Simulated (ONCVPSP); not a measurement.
**Which change was made? (Cl, ONCV)**

chlorine (Cl), optimised norm-conserving Vanderbilt (ONCV), made with ONCVPSP 4.0.1 (PBEsol, non-relativistic). Core [He], reference 2s2 2p6 3s1 3p6. Waves: 2s+3s: rc 0.60 bohr, ncon 4, nbas 7, qcut 21.4 1/bohr, 3 projectors, debl 1.6 Ha; 2p+3p: rc 0.65 bohr, ncon 4, nbas 8, qcut 17.3 1/bohr, 2 projectors; d scattering state at 0.13 Ha: rc 0.70 bohr, ncon 4, nbas 8, qcut 14.9 1/bohr, 2 projectors, debl 3.8 Ha. Local part: polynomial inside 0.50 bohr (lpopt 5, dvloc0 0 Ha). Core correction: polynomial model core, fcfact 0.65.

Cutoffs, loose and tight: the cutoffs (Ha) at which the residual kinetic energy of the hardest occupied pseudo-wave falls to 1 and 0.1 mHa per electron. They do not see the model core or the augmentation charge, which bear on the density cutoff. Test errors are all-electron minus pseudo excitation energies from the reference, over the configurations 2s2 2p6 3s2 3p5; 2s2 2p6 3s2 3p4; 2s2 2p6 3s2 3p3; 2s2 2p6 3s2 3p1; variants that change the core or the reference have their own tests.

The base gives: outcome: generated; cutoff, loose: 161 Ha; cutoff, tight: 468 Ha; bound ghosts: none; GHOST(+) flags above zero: s; largest test error (meV): +34.

Problem. After one change the result is: outcome: generated; cutoff, loose: 207 Ha; cutoff, tight: 236 Ha; bound ghosts: none; GHOST(+) flags above zero: none; largest test error (meV): +22. Which change was it?
A. s: qcut 29.3; p: qcut 23.7; d: qcut 20.4
B. s: qcut 17.7; p: qcut 14.3; d: qcut 12.3
C. s: qcut 31.3; p: qcut 25.3; d: qcut 21.8
D. s: qcut 19.9; p: qcut 16.1; d: qcut 13.9

Solution. A. The others give: s: qcut 31.3; p: qcut 25.3; d: qcut 21.8 → outcome: generated; cutoff, loose: 238 Ha; cutoff, tight: 285 Ha; bound ghosts: s; GHOST(+) flags above zero: none; largest test error (meV): +19 | s: qcut 17.7; p: qcut 14.3; d: qcut 12.3 → outcome: generated; cutoff, loose: 470 Ha; cutoff, tight: 616 Ha; bound ghosts: s; GHOST(+) flags above zero: s; largest test error (meV): +42 | s: qcut 19.9; p: qcut 16.1; d: qcut 13.9 → outcome: generated; cutoff, loose: 386 Ha; cutoff, tight: 503 Ha; bound ghosts: s; GHOST(+) flags above zero: s; largest test error (meV): +37.
